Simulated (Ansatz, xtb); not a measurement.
# Relative energy of two isomers of C4H6SSeSi

Structure I is `C=C[SiH2][Se]C=C=S`, a singlet and structure II is `[SiH3]Sc1cc[se]c1`, a singlet. Both are isolated molecules in the gas phase, relaxed with PBE-D3(BJ)/def2-SVP; the shapes shown needn't be the lowest conformers.

I (Å):

```yaml
atoms:
  - { symbol: C, position_ang: [-1.0613, -0.6072, -0.2118] }
  - { symbol: C, position_ang: [-0.9458, 0.5359, 0.4913] }
  - { symbol: C, position_ang: [2.7793, -0.8172, 0.4130] }
  - { symbol: C, position_ang: [2.1421, -1.1793, 1.5123] }
  - { symbol: S, position_ang: [1.3538, -1.5816, 2.8145] }
  - { symbol: Se, position_ang: [2.3204, 0.6881, -0.7117] }
  - { symbol: Si, position_ang: [0.5902, 1.6123, 0.5063] }
  - { symbol: H, position_ang: [-0.2303, -0.9831, -0.8349] }
  - { symbol: H, position_ang: [-1.9819, -1.2153, -0.1910] }
  - { symbol: H, position_ang: [-1.8001, 0.8690, 1.1122] }
  - { symbol: H, position_ang: [1.0317, 1.8959, 1.9157] }
  - { symbol: H, position_ang: [0.3756, 2.9180, -0.2114] }
  - { symbol: H, position_ang: [3.6595, -1.3768, 0.0580] }
```

II (Å):

```xyz
13

C     0.8429   -0.3573   -0.1097
C     0.1153   -1.3554    0.6314
C     0.9077   -2.2615    1.2955
C     2.2187   -0.4687   -0.0382
S     0.0343    0.8993   -1.1050
Se    2.7298   -1.9176    1.0255
Si   -0.2466    2.3561    0.4713
H     1.0731    2.8160    1.0274
H    -1.0755    1.7891    1.5914
H    -0.9675    3.5125   -0.1636
H    -0.9833   -1.3815    0.6527
H     0.5862   -3.1062    1.9172
H     2.9595    0.1781   -0.5231
```

Quicker runs give these differences E(II) − E(I): GFN2-xTB −1.976 eV; HF/STO-3G −2.107 eV (at GFN2-xTB geometries); r2SCAN-D4/def2-SVP −1.373 eV (at GFN2-xTB geometries).

Problem. Estimate E(II) − E(I) at the level CCSD(T)/def2-SVP + ΔMP2/def2-TZVPP.

Solution. Calculated at CCSD(T)/def2-SVP + ΔMP2/def2-TZVPP: E(II) − E(I) = −1.345 eV, so structure II lies lower.

How the difference moves with the method:

```tsv
level	geometry	E(II) − E(I) (eV)	departure from the last row (eV)	job, with rough time for the two
GFN2-xTB	GFN2-xTB	−1.976	−0.631	optimisation, 0.81 s
HF/STO-3G	GFN2-xTB	−2.107	−0.762	single point, 0.68 s
r2SCAN-D4/def2-SVP	GFN2-xTB	−1.373	−0.028	single point, 5.3 s
PBE-D3(BJ)/def2-SVP	PBE-D3(BJ)/def2-SVP	−1.376	−0.031	optimisation, 35 s
HF/def2-SVP	PBE-D3(BJ)/def2-SVP	−1.211	+0.134	part of the CCSD(T) run
MP2/def2-SVP	PBE-D3(BJ)/def2-SVP	−1.532	−0.187	part of the CCSD(T) run
CCSD(T)/def2-SVP	PBE-D3(BJ)/def2-SVP	−1.287	+0.058	single point
CCSD(T)/def2-SVP + ΔMP2/def2-TZVPP	PBE-D3(BJ)/def2-SVP	−1.345		single point, 2.1 min
```

As drawn, II has 1 S–Si, 1 C–S, 3 C∷C, 2 C∷Se, 1 Si–H in place of 2 C=C, 1 C–Si, 1 Se–Si, 1 C–Se, 1 C=S, 1 C–H (∷ is an aromatic bond). Structure I has no ring, II a 5-membered ring (with an aromatic ring).

None of the levels shown reverses the order. The largest departure from CCSD(T)/def2-SVP + ΔMP2/def2-TZVPP is that of HF/STO-3G, 0.762 eV. The last row adds to CCSD(T) the change of the MP2 difference between the two basis sets, here −0.058 eV.

With thermal terms from frequencies at re-optimised GFN2-xTB minima (ideal gas, soft modes damped towards free rotors, one conformer each, 298.15 K, 1 atm): the zero-point term adds +0.021 eV; ΔH is −1.369 and ΔG −1.271 eV.

The correlated steps freeze 23 core orbitals; the filled d shell of Se is correlated, in a basis made for valence electrons. Run with Ansatz 0.2.0, xtb 6.7.1; the last row on 4 threads of Arm Neoverse V1 on a shared host.
